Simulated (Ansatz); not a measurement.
C₆H₁₆Cl₂HfN₂ (`CC(C)[NH][Hf]([Cl])([Cl])[NH]C(C)C`). Charge 0, multiplicity 1. Hf takes the def2 core potential. The geometry is a stationary point of PBE0-D4/def2-TZVP. It is one conformer, not always the lowest.

```xyz
27

C     0.087   -1.886    1.321
C     1.174   -1.051    1.969
C     2.531   -1.325    1.336
N     0.844    0.365    1.911
Hf   -0.531    1.629    1.161
Cl    0.640    3.584    0.498
Cl   -2.163    2.070    2.816
N    -1.530    0.706   -0.319
C    -1.166    0.283   -1.662
C     0.271    0.679   -1.953
C    -2.116    0.859   -2.700
H    -0.002   -1.654    0.257
H    -0.883   -1.704    1.790
H     0.318   -2.949    1.419
H     1.230   -1.347    3.027
H     3.314   -0.728    1.810
H     2.513   -1.073    0.272
H     2.804   -2.379    1.436
H     1.551    0.891    2.424
H    -2.501    0.482   -0.120
H    -1.230   -0.815   -1.715
H     0.956    0.267   -1.205
H     0.586    0.308   -2.929
H     0.379    1.768   -1.957
H    -2.064    1.951   -2.696
H    -3.149    0.567   -2.493
H    -1.862    0.504   -3.702
```

What is the dipole moment at B3LYP/def2-TZVPP? (An estimate is asked.)

Ansatz gave: 3.66 D, with components (0.69, -3.25, -1.55) D in this frame, pointing from negative to positive charge.

And with PBE, r2SCAN, ωB97M-V? (Best estimate.)

The calculation gave: PBE 3.66 D, r2SCAN 3.76 D, ωB97M-V 3.59 D.

Give the Mulliken charges with B3LYP, ωB97M-V, PBE in def2-TZVPP. (Best estimate.)

Ansatz gave: 
```
atom  B3LYP  ωB97M-V    PBE
  C1  -0.25    -0.33  -0.23
  C2   0.12     0.00   0.09
  C3  -0.25    -0.28  -0.25
  N4  -0.33    -0.28  -0.26
 Hf5   0.74     0.62   0.56
 Cl6  -0.32    -0.27  -0.29
 Cl7  -0.31    -0.27  -0.29
  N8  -0.34    -0.29  -0.27
  C9   0.17     0.04   0.15
 C10  -0.31    -0.37  -0.28
 C11  -0.26    -0.30  -0.26
 H12   0.07     0.10   0.07
 H13   0.09     0.13   0.09
 H14   0.09     0.12   0.08
 H15   0.06     0.09   0.06
 H16   0.07     0.10   0.07
 H17   0.07     0.10   0.08
 H18   0.07     0.10   0.07
 H19   0.12     0.10   0.13
 H20   0.12     0.11   0.13
 H21   0.05     0.10   0.05
 H22   0.09     0.12   0.09
 H23   0.09     0.11   0.08
 H24   0.10     0.13   0.09
 H25   0.08     0.11   0.08
 H26   0.07     0.10   0.07
 H27   0.07     0.10   0.07
```

B3LYP here is the variant with VWN-RPA as its local correlation; programs differ in this.
